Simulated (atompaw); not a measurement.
## Before and after: PAW (atompaw) potential for Ge

```json
{"Element": "germanium (Ge)", "Generator": "atompaw 4.2.0.5", "Type": "PAW", "Functional": "LDA (PW92)", "Relativity": "scalar-relativistic", "Frozen core": "[Ar] 3d10", "Valence charge": "4", "Reference configuration": "4s1.75 4p2.25", "Partial waves": "4s (bound): rc 1.95 bohr; 4s channel at 3.4 Ry: rc 1.60 bohr; 4p (bound): rc 1.95 bohr; 4p channel at 2.05 Ry: rc 1.95 bohr; 4d channel at 0.1 Ry: rc 1.95 bohr; 4d channel at 0.6 Ry: rc 1.95 bohr", "Local potential": "bessel scheme, radius 1.60 bohr", "Core correction": "smooth core density matched at 1.95 bohr", "Augmentation charge": "sinc compensation charge, radius 1.55 bohr; PAW radius 1.95 bohr; waves and projectors: custom rrkj vanderbiltortho"}
```

All-electron outer shells of the reference configuration (LDA (PW92), scalar-relativistic, ld1.x):

```
shell  level (eV)  outermost node (bohr)  outermost maximum (bohr)
   3p     -115.84                   0.23                      0.54
   3d      -30.00                      –                      0.50
   4s      -12.20                   0.77                      1.73
   4p       -4.22                   0.82                      2.19
```

Change: all radii scaled by about 1.05 (s 2.04, p 2.04, d 2.04 bohr); local potential bessel scheme, radius 1.68 bohr; augmentation sinc compensation charge, radius 1.62 bohr; PAW radius 2.04 bohr; waves and projectors: custom rrkj vanderbiltortho; core correction smooth core density matched at 2.04 bohr.

Cutoffs: the cutoffs (Ry, on a coarse ladder) from which the occupation-weighted sum of valence levels, in a spherical-Bessel basis at the reference potential, stays within 10 and 1 mRy of its value at 400 Ry; they do not see the model core or the augmentation charge, which bear on the density cutoff.

What does the change do?

The potential gets harder (6 Ry and 12 Ry → 8 Ry and 15 Ry); both files keep a bound ghost (d).

```json
{"quantity": "cutoff, loose", "base": "6 Ry", "changed": "8 Ry"}
{"quantity": "cutoff, tight", "base": "12 Ry", "changed": "15 Ry"}
{"quantity": "bound ghosts", "base": "d", "changed": "d"}
{"quantity": "lowest overlap eigenvalue by channel", "base": "s 0.66, p 0.64, d 0.92", "changed": "s 0.64, p 0.65, d 0.93"}
```

 A true bound ghost makes a file unfit for plane-wave use even where its test errors are small: the radial tests pick states by their node count and pass the ghost by. The cutoffs see the waves, projectors and local potential, not the compensation charge or the core.
